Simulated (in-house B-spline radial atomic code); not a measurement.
Computed with a B-spline radial atomic code. Model: two electrons, singlet ground state, non-relativistic, full CI in B-splines with partial waves to l = 8 (at full coupling up to 3e-4 hartree above the limit, correlation up to 0.6 % small), density held at that of full coupling by Lieb maximisation.

Along the adiabatic connection the electron repulsion is scaled by a coupling λ while a local potential keeps the density fixed. At λ = 0 the system is the Kohn-Sham one and W equals the exchange energy; the exchange-correlation energy is the area under W between 0 and 1. The kinetic energy rises with λ as the electrons avoid each other, with dT/dλ = −λ dW/dλ.

Command:
```bash
python run_ac.py task.json out
```
Settings (lengths in bohr, energies in hartree):
```
potential              harmonic
strength               0.00531
lmax                   8
```

Run time, properties included: 26 s on 1 thread of Intel(R) Xeon(R) Processor @ 2.30GHz, with other jobs on the host.

**W = mean repulsion less Hartree energy, and W of three functionals.**

Given: confinement harmonic well; well frequency 0.00531 hartree; external potential omega^2 r^2/2.

Computed: PBE exchange minus exact 0.75124 millihartree; SCAN exchange minus exact -0.76564 millihartree.

```tsv
coupling	W xc (hartree)	W xc minus exchange (millihartree)	kinetic minus Kohn-Sham (millihartree)	LDA (PW92) W minus its exchange (millihartree)	PBE W minus its exchange (millihartree)	SCAN W minus its exchange (millihartree)
0	-0.03691	0	0	0	0	0
0.02	-0.039088	-2.178	0.02	-4.82	-2.82	-1.66
0.05	?	?	?	?	?	?
0.12	-0.044464	-7.554	0.35	-12.24	-8.71	-6.42
0.25	-0.046829	-9.92	0.76	-15.92	-11.94	-9.23
0.4	-0.04803	-11.12	1.14	-18.15	-13.95	-10.85
0.6	-0.048876	-11.967	1.55	-19.92	-15.58	-11.99
0.8	-0.04939	-12.48	1.91	-21.08	-16.65	-12.63
1	-0.049747	-12.837	2.23	-21.91	-17.43	-13.04
1.4	-0.050229	-13.319	2.8	-23.07	-18.51	-13.52
2	?	?	?	?	?	?
3	-0.051114	-14.204	4.62	-25.25	-20.55	-14.17
```

(1) What belongs in the row 0.05?

(2) What belongs in the row 2?

(3) What is the LDA exchange minus exact?

**Energy parts, natural occupations and partial-wave weights.**

Computed: total energy 0.0489 hartree; correlation energy -0.010609 hartree; kinetic part of the DFT correlation energy 0.0022289 hartree; kinetic part over minus potential part 0.17363; Hartree energy 0.073819 hartree; Lieb Oxford ratio E_xc over LDA exchange 1.4687.

```json
{"natural": "s", "occupation of the shell (electrons)": "1.2199"}
{"natural": "p", "occupation of the shell (electrons)": "0.71717"}
{"natural": "d", "occupation of the shell (electrons)": "?"}
{"natural": "s", "occupation of the shell (electrons)": "0.020508"}
{"natural": "p", "occupation of the shell (electrons)": "0.0024011"}
{"natural": "f", "occupation of the shell (electrons)": "0.0001011"}
```

(4) What belongs in the row d?

| wave | weight |
| --- | --- |
| s | 0.62023 |
| p | 0.35978 |
| d | ? |
| f | 5.0555e-05 |
| g | 5.0881e-09 |

(5) What belongs in the row d?

(6) What is the exchange energy?

(7) What is the Kohn-Sham kinetic?

Results:

(1) W xc (hartree): -0.04142; W xc minus exchange (millihartree): -4.511; kinetic minus Kohn-Sham (millihartree): 0.1; LDA (PW92) W minus its exchange (millihartree): -8.12; PBE W minus its exchange (millihartree): -5.31; SCAN W minus its exchange (millihartree): -3.54.

(2) W xc (hartree): -0.050675; W xc minus exchange (millihartree): -13.766; kinetic minus Kohn-Sham (millihartree): 3.55; LDA (PW92) W minus its exchange (millihartree): -24.16; PBE W minus its exchange (millihartree): -19.53; SCAN W minus its exchange (millihartree): -13.88.

(3) 4.5553 millihartree.

(4) occupation of the shell (electrons): 0.039862.

(5) weight: 0.019932.

(6) -0.03691 hartree.

(7) 0.0041772 hartree.

Half-way to full coupling W has made 90 % of its drop, against 50 % for a straight line, and second-order (GL2) theory, half the initial slope, overshoots the correlation energy by about 472 %: correlation is strong. Over couplings 0 to 1 the errors in E_xc come to about -2.4 millihartree for LDA, -2.2 millihartree for PBE, -0.5 millihartree for SCAN, so SCAN is nearest. In LDA and PBE and SCAN the errors of exchange and correlation have opposite signs, so the sum is smaller than the larger of the two.
